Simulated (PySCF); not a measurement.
Molecule: C3H4NSSi (charge -1, singlet). It need not be the lowest isomer of its formula. Whether it binds its extra electron was not tested at this geometry. SMILES: s1c(n[c-]c1)[SiH3]
Geometry: optimised at B3LYP-D3(BJ)/def2-TZVP (Ansatz).

Dispersion corrections to the total energy (kcal/mol) from the dftd3 and dftd4 libraries through PySCF: D3(BJ) without and D4 with the three-body term, each with the damping fitted for the functional named.

```
functional  D3(BJ)      D4
----------  ------  ------
PW6B95       -3.97   -7.02
HSE06        -4.97     [?]
BHLYP          [?]  -10.16
PBE0         -6.18   -6.84
r2SCAN       -1.93   -1.95
BLYP        -15.46     [?]
revPBE      -17.14  -24.54
```

Task: Some entries are withheld; supply them.

Result: 
- HSE06, D4: -6.39
- BHLYP, D3(BJ): -10.38
- BLYP, D4: -17.92
